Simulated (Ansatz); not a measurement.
Cl$_{2}$Mg, singlet, geometry from GFN2-xTB (such geometries of metal compounds can be far from the true shape); BHLYP/def2-SVP (Ansatz, a program for electronic structure).

Ansatz was given this input:
Ansatz 0.2 input:
```yaml
crystal:
  periodic: [false, false, false]
  atoms:
    - {symbol: Mg, position_ang: [0.19399681, 0.27820801, 0.27282162]}
    - {symbol: Cl, position_ang: [1.38743119, 0.24793396, -1.48450411]}
    - {symbol: Cl, position_ang: [-1.52437011, -0.44431609, 1.29192414]}
basis:
  gaussian:
    orbitals: def2-SVP
hamiltonian:
  xc: {name: BHLYP}
```

What the program printed (banner, timings and long lists left out):

```
Functional definition: BHLYP
468 factors; integrals over basis functions are off by at most 2.3e-4 eV
mean field evaluation 1: about -30482.6319 eV, gradient 2.0e1 eV
mean field evaluation 2: about -30483.2044 eV, gradient 1.7e1 eV
mean field evaluation 4: about -30483.9569 eV, gradient 4.4e-1 eV
mean field evaluation 8: about -30484.1256 eV, gradient 9.3e-3 eV
mean field evaluation 16: about -30484.1257 eV, gradient 2.1e-5 eV
mean field -30484.12567881 eV, -1120.2709558137 hartree, gradient 2.1e-5 eV, S^2 0.000000; 0 other end points of the search recorded, 0 dependent functions left out
reference -30484.12582525 eV, -1120.2709611954 hartree; 23, 23 occupied and 31, 31 virtual orbitals, 468 factors
Total energy: -30484.12582525 eV, -1120.2709611954 hartree
```
